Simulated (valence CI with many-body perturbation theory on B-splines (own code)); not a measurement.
**Forbidden lines of Re⁴⁺**

Method: configuration interaction combined with many-body perturbation theory (CI+MBPT): three valence electrons over a frozen Dirac-Fock core [Xe] 4f14, a basis of 9 s, 9 p, 10 d, 8 f, 5 g, 3 h, 1 i functions for each j, with the one-electron correlation potential Σ1 (screened to all orders), the two-electron term Σ2, the three-electron term Σ3, Breit, model QED; selected single and double excitations, second order for the rest, scaled by the run's own slope (own B-spline code, finite nucleus).

Against 62 measured levels this calculation errs by 1190 cm⁻¹ on average and by 2237 at most. These come from a selection out of Brasseur, Gamrath and Quinet, At. Data Nucl. Data Tables 157, 101636 (2024). Levels without a partner in it may be off by more, other configurations by 1,000 to 8,000 cm⁻¹. 1 measured level below the end of the list, from 164068 cm⁻¹ on, found no clear computed partner.

Lines 51 to 100 of 119 in falling wavelength, among levels below 165810 cm⁻¹, chosen from the decays that carry over 1 % of a level's rate. Wavelengths and rates use the calculated energies, so an error of 1000 cm⁻¹ moves a line at 412.4 nm by 4.1 % and its rate by three times that or more. Electric multipoles are in the length gauge, E1 and E2 with the static RPA response of the core. Weak lines are less certain than strong ones. Lines between different terms over intervals too small for the method are left out, as are lines whose strength nearly cancels and 1 of this kind that miss the measured wavelength by over 7 %.

Names give the largest LS component (configuration and term), which can be under half, so a name can repeat, a term be missing and a line seem to break the LS rules; names also repeat where a configuration has a term twice. Letters in brackets count levels of one name in rising energy.

| λ vac (nm) | λ from measured levels | Upper | Lower | Type | A (s⁻¹) | Branch % |
| --- | --- | --- | --- | --- | --- | --- |
| 415.4 | 428.9 | 5d3 2D_3/2 [b] | 5d3 2D_5/2 [a] | M1 | 1.34e+01 | 21.5 |
| 412.4 | 422.5 | 5d3 2P_1/2 | 5d3 4F_3/2 | M1 | 3.90e-01 | 2.5 |
| 409.8 | 421.4 | 5d3 2D_5/2 [b] | 5d3 2D_5/2 [a] | M1 | 2.39e+00 | 2.6 |
| 405.9 | 418.7 | 5d3 2D_5/2 [a] | 5d3 4F_5/2 | M1 | 2.87e+00 | 12.5 |
| 382.8 | 397.0 | 5d3 2F_5/2 | 5d3 4F_7/2 | E2 | 2.33e-01 | 1.9 |
| 377.2 | 389.8 | 5d3 2F_7/2 | 5d3 4F_7/2 | M1 | 7.10e-01 | 5.2 |
| 349.4 | 358.3 | 5d3 2P_3/2 | 5d3 4F_5/2 | M1 | 8.94e+00 | 24.1 |
| 342.2 | 352.3 | 5d3 2D_3/2 [b] | 5d3 2P_1/2 | M1 | 2.19e+00 | 3.5 |
| 340.2 | 348.0 | 5d3 2D_5/2 [a] | 5d3 4F_3/2 | M1 | 3.34e-01 | 1.5 |
| 336.1 | 346.6 | 5d3 2D_3/2 [b] | 5d3 2D_3/2 [a] | M1 | 5.31e+00 | 8.5 |
| 336.1 | 346.6 | 5d3 2D_3/2 [b] | 5d3 2D_3/2 [a] | E2 | 8.76e-01 | 1.4 |
| 332.3 | 341.7 | 5d3 2D_5/2 [b] | 5d3 2D_3/2 [a] | M1 | 2.08e+01 | 23.0 |
| 326.3 | 335.9 | 5d3 2F_7/2 | 5d3 4F_5/2 | M1 | 1.86e+00 | 13.5 |
| 311.7 | 321.2 | 5d3 2D_3/2 [b] | 5d3 4P_5/2 | M1 | 9.58e-01 | 1.5 |
| 308.5 | 317.0 | 5d3 2D_5/2 [b] | 5d3 4P_5/2 | M1 | 2.14e+01 | 23.7 |
| 299.5 | 305.2 | 5d3 2P_3/2 | 5d3 4F_3/2 | M1 | 2.46e+00 | 6.7 |
| 295.7 | 307.7 | 5d3 2D_5/2 [b] | 5d3 2H_9/2 | E2 | 1.16e+00 | 1.3 |
| 291.5 | 302.7 | 5d3 2D_3/2 [b] | 5d3 2G_7/2 | E2 | 9.14e+00 | 14.7 |
| 288.7 | 298.9 | 5d3 2D_5/2 [b] | 5d3 2G_7/2 | M1 | 4.15e+00 | 4.6 |
| 285.5 | 292.7 | 5d3 2F_5/2 | 5d3 4F_3/2 | M1 | 4.15e+00 | 33.9 |
| 285.5 | 292.7 | 5d3 2F_5/2 | 5d3 4F_3/2 | E2 | 5.52e-01 | 4.5 |
| 258.8 | 265.1 | 5d3 2D_3/2 [b] | 5d3 4P_1/2 | M1 | 1.59e+00 | 2.5 |
| 258.8 | 265.1 | 5d3 2D_3/2 [b] | 5d3 4P_1/2 | E2 | 7.55e-01 | 1.2 |
| 246.6 | 252.2 | 5d3 2D_3/2 [b] | 5d3 4P_3/2 | M1 | 4.85e+00 | 7.8 |
| 246.6 | 252.2 | 5d3 2D_3/2 [b] | 5d3 4P_3/2 | E2 | 1.69e+00 | 2.7 |
| 238.7 | 246.6 | 5d3 2D_5/2 [b] | 5d3 4F_9/2 | E2 | 3.63e+00 | 4.0 |
| 224.4 | 232.1 | 5d3 2D_3/2 [b] | 5d3 4F_7/2 | E2 | 1.81e+00 | 2.9 |
| 222.7 | 229.9 | 5d3 2D_5/2 [b] | 5d3 4F_7/2 | M1 | 4.60e+00 | 5.1 |
| 209.9 | 216.3 | 5d2.6s 4F_5/2 | 5d3 2H_9/2 | E2 | 9.80e+00 | 1.4 |
| 205.3 | 211.9 | 5d3 2D_3/2 [b] | 5d3 4F_5/2 | M1 | 5.18e+00 | 8.3 |
| 201.8 | 205.4 | 5d2.6s 4F_7/2 | 5d3 2D_3/2 [a] | E2 | 8.30e+00 | 1.1 |
| 199.6 | 203.3 | 5d2.6s 4F_3/2 | 5d3 4P_1/2 | E2 | 2.99e+01 | 5.1 |
| 193.8 | 199.1 | 5d2.6s 4F_9/2 | 5d3 2H_11/2 | E2 | 1.34e+01 | 1.7 |
| 192.7 | 196.2 | 5d2.6s 4F_7/2 | 5d3 4P_5/2 | E2 | 1.72e+01 | 2.3 |
| 192.3 | 195.7 | 5d2.6s 4F_3/2 | 5d3 4P_3/2 | E2 | 3.10e+01 | 5.3 |
| 189.4 | 192.8 | 5d2.6s 4F_5/2 | 5d3 4P_1/2 | E2 | 8.83e+00 | 1.3 |
| 187.6 | 192.6 | 5d2.6s 4F_7/2 | 5d3 2H_9/2 | E2 | 2.16e+01 | 2.9 |
| 187.0 | 192.1 | 5d3 2D_3/2 [b] | 5d3 4F_3/2 | M1 | 6.61e-01 | 1.1 |
| 184.8 | 189.1 | 5d2.6s 4F_7/2 | 5d3 2G_7/2 | E2 | 1.31e+01 | 1.8 |
| 182.8 | 185.9 | 5d2.6s 4F_5/2 | 5d3 4P_3/2 | E2 | 2.73e+01 | 4.0 |
| 180.4 | 184.1 | 5d2.6s 2F_5/2 | 5d3 2P_1/2 | E2 | 1.53e+01 | 1.4 |
| 179.5 | 184.2 | 5d2.6s 4F_5/2 | 5d3 4F_9/2 | E2 | 5.24e+01 | 7.7 |
| 178.7 | 182.5 | 5d2.6s 2F_5/2 | 5d3 2D_3/2 [a] | E2 | 5.98e+01 | 5.7 |
| 178.5 | 183.4 | 5d2.6s 4F_3/2 | 5d3 4F_7/2 | E2 | 3.30e+01 | 5.6 |
| 174.4 | 177.4 | 5d2.6s 4F_9/2 | 5d3 4P_5/2 | E2 | 7.90e+01 | 9.7 |
| 171.6 | 175.2 | 5d2.6s 2F_5/2 | 5d3 4P_5/2 | E2 | 1.65e+01 | 1.6 |
| 170.3 | 174.8 | 5d2.6s 4F_5/2 | 5d3 4F_7/2 | E2 | 1.55e+02 | 22.7 |
| 170.2 | 174.4 | 5d2.6s 4F_9/2 | 5d3 2H_9/2 | E2 | 5.01e+01 | 6.2 |
| 167.6 | 172.3 | 5d2.6s 2F_5/2 | 5d3 2H_9/2 | E2 | 2.49e+02 | 23.5 |
| 166.2 | 170.5 | 5d2.6s 4F_3/2 | 5d3 4F_5/2 | E2 | 2.08e+02 | 35.2 |
